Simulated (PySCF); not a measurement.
Correlation energy of Ni (nickel, neutral)

[Ar] 3d8 4s2, high-spin 3F determinant. Computed with PySCF 2.14 in cc-pVTZ (7s6p4d2f1g, 68 functions), with the non-relativistic Hamiltonian (point nucleus). Frozen: [Ar]; 10 electrons correlated.

MP2 pair energies summed by pair of shells (mhartree):

```tsv
pair	energy	share (%)
3d-3d	-263.78	81.5
3d-4s	-37.78	11.7
4s-4s	-22.26	6.9
```

Total MP2 correlation energy: -323.82 mhartree.

Same-spin part -115.94 and opposite-spin part -207.88 mhartree; SCS-MP2 scales them by 1/3 and 6/5 to -288.10 mhartree.
